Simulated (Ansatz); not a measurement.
Ansatz (an electronic-structure program) job for Ge(H)2 cation (GeH₂), SMILES [GeH2] (connectivity only; charge and spin as stated), charge +1, multiplicity 2, PBE0/def2-TZVPD. The structure is a stationary point at ωB97X-D3(BJ)/def2-TZVPD. The spin state was assumed, not searched. The isomer is the one that the SMILES or the coordinates give; other isomers of the formula were not compared.

Ansatz 0.2 input:
```yaml
crystal:
  periodic: [false, false, false]
  atoms:
    - {symbol: Ge, position_ang: [0.00000000, 0.00000000, -0.04495904]}
    - {symbol: H, position_ang: [0.00000000, 1.34174952, 0.71934465]}
    - {symbol: H, position_ang: [0.00000000, -1.34174952, 0.71934464]}
basis:
  gaussian:
    orbitals: def2-TZVPD
hamiltonian:
  xc: {name: PBE0}
total_charge: 1
magnetization: {spin_polarized: true, initial_magnetization: 1}
```

Program output:

```
WARN ansatz: RAYON_NUM_THREADS=1 ignored (pool sized by the plan → 1); use --threads N
Functional definition: PBE0
integrals: 0.01 GiB planned
528 factors; their error is unknown
mean field: 0.22 GiB planned
mean field evaluation 1: about -56532.2876 eV, gradient 8.0e0 eV
mean field evaluation 2: about -56532.6497 eV, gradient 3.7e0 eV
mean field evaluation 4: about -56532.7246 eV, gradient 3.9e-1 eV
mean field evaluation 8: about -56532.9562 eV, gradient 2.6e-3 eV
mean field -56532.95622430 eV, -2077.5478218289 hartree, gradient 1.4e-5 eV, S^2 0.752608; 0 other end points of the search recorded, 0 dependent functions left out
reference -56532.95624499 eV, -2077.5478225894 hartree; 17, 16 occupied and 55, 56 virtual orbitals, 528 factors
Total energy: -56532.95624499 eV, -2077.5478225894 hartree
```

The calculation finished and met its thresholds.

Cost: very roughly 1.6 core-seconds.
